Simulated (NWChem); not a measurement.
System: BeHSF; SMILES [F][Be][SH]

NWChem input:

```
start job
memory heap 200 mb stack 900 mb global 1100 mb
geometry units angstroms noautoz
  Be     0.001136    -0.627617     0.000000
  F     -0.062678    -2.002276     0.000000
  S      0.129099     1.278164     0.000000
  H     -1.213591     1.449653     0.000000
end
basis spherical
  * library 6-31g*
end
dft
  xc m05-2x
  iterations 150
  mulliken
end
task dft energy
```

Coordinates come from a B3LYP/6-31G* (spherical d) optimisation.

### Question
Predict the main results of this run. (M05-2X/6-31G* (spherical d).) Quantities: energy (Ha); highest occupied level (eV); orbital gap (eV); dipole (D).

### Answer
energy (Ha): -513.46
highest occupied level (eV): -8.95
orbital gap (eV): 10.01
dipole (D): 1.01
